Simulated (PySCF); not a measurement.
PySCF input file for C4H5N2, SMILES c1cnc[nH+]c1, charge +1, PBE/pcSseg-1. Coordinates come from a TPSSh-D3(BJ)/def2-SVP optimisation. The isomer is the one that the SMILES or the coordinates give; other isomers of the formula were not compared.

```python
import numpy as np
from pyscf import gto, scf, dft
from pyscf.prop.nmr import rks as nmr

mol = gto.M(
    atom='''
    C    -0.84511487    1.10556198    0.00000000
    C     0.55002808    1.26507866    0.00000000
    N     1.39597731    0.22356308    0.00000000
    C     0.88975388   -0.98737304    0.00000000
    N    -0.44913580   -1.20949173    0.00000000
    C    -1.33811224   -0.18860809    0.00000000
    H    -1.52322528    1.95986292    0.00000000
    H     1.00398661    2.26103307    0.00000000
    H     1.54217722   -1.86564439    0.00000000
    H    -0.79159963   -2.17508732    0.00000000
    H    -2.39855858   -0.44662085    0.00000000
    ''',
    basis='pcSseg-1',
    charge=1,
    spin=0,
    max_memory=1600,
    verbose=3,
)
mf = dft.RKS(mol, xc='pbe')
mf.grids.level = 3
mf.conv_tol = 1e-10
mf.max_cycle = 100
mf.kernel()
n = nmr.NMR(mf)
n.verbose = 2
n.max_cycle_cphf = 60
sigma = n.kernel()
print('atom   isotropic/ppm   span/ppm')
for i, s in enumerate(sigma):
    w = np.linalg.eigvalsh((s + s.T) / 2)
    print(f'{mol.atom_symbol(i):2s}{i + 1:3d} {w.mean():14.3f} {w[2] - w[0]:11.3f}')
```

Program output:

```
converged SCF energy = -264.323077560135
atom   isotropic/ppm   span/ppm
C   1         48.308     235.774
C   2          3.000     264.329
N   3        -99.723     704.158
C   4         26.097     181.182
N   5         52.620     313.341
C   6         30.436     224.670
H   7         22.872       5.536
H   8         21.124       7.483
H   9         21.663       8.635
H  10         21.047       8.454
H  11         22.582       6.995
```

The run converged.

Cost: about 19 core-seconds (a rough figure).
